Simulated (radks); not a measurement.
Values are calculated unless marked as measured or tabulated.
Mean orbital radii <r> (bohr) of the magnesium ion Mg2+, [Ne], at several levels of relativity; Dirac values are averaged over j with weights 2j + 1. Spin-unpolarised spherical Kohn-Sham, PBEsol, point nucleus unless stated (finite: rms radius 3.057 fm), a radial shooting solver on a logarithmic mesh with Libxc functionals. A level marked "c x" has the speed of light scaled by that factor and shares open shells by 2j + 1; other Dirac levels either fill j = l - 1/2 first or share by 2j + 1.

shell  non-rel.  scalar-rel.  Dirac, 2j+1 shares, finite nucleus  Dirac, c x 1.25  change of magnitude, last against first (%)
1s       0.1311       0.1308                              0.1308           0.1309                                        -0.15
2s       0.6978       0.6960                              0.6960           0.6966                                        -0.16
2p       0.6842       0.6838                              0.6838           0.6840                                        -0.03
